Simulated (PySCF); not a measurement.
## Sb⁺: ionisation energy

Sb⁺ [Kr] 4d10 5s2 5p2 (3P) → Sb²⁺ [Kr] 4d10 5s2 5p1 (2P), as a difference of total energies. Calculation: PySCF 2.14, in def2-QZVPPD with the def2 core potential (28 electrons) (8s6p5d4f1g, 88 functions); scalar relativity through the core potential. Correlated levels: valence: 4s2 4p6 4d10 frozen; valence and next inner shell: nothing frozen outside the core potential. The calculations carry no spin-orbit coupling.

```
                                method  ionisation energy (eV)
                                   UHF                  16.005
                                   LDA                  16.655
                                   PBE                  16.466
                                  PBE0                  16.531
                                r2SCAN                  16.657
                               wB97X-V                  16.353
                                 B97-3                  16.308
                                  BLYP                  16.302
                                 M06-L                  16.159
                         MP2 (valence)                  16.358
                     SCS-MP2 (valence)                  16.294
    MP2 (valence and next inner shell)                  16.541
SCS-MP2 (valence and next inner shell)                  16.422
```

Problem. How much does correlation contribute at MP2 (valence and next inner shell)?

Solution. 16.541 − (16.005) = 0.536 eV, measured against UHF.

The reference lies between the lowest fine-structure levels, while these numbers refer to the centres of the terms.

Errors of the correlated levels include the incompleteness of this basis and the frozen core.

For comparison: 16.626 ± 0.025 eV (measured; NIST Atomic Spectra Database, ionization energies).
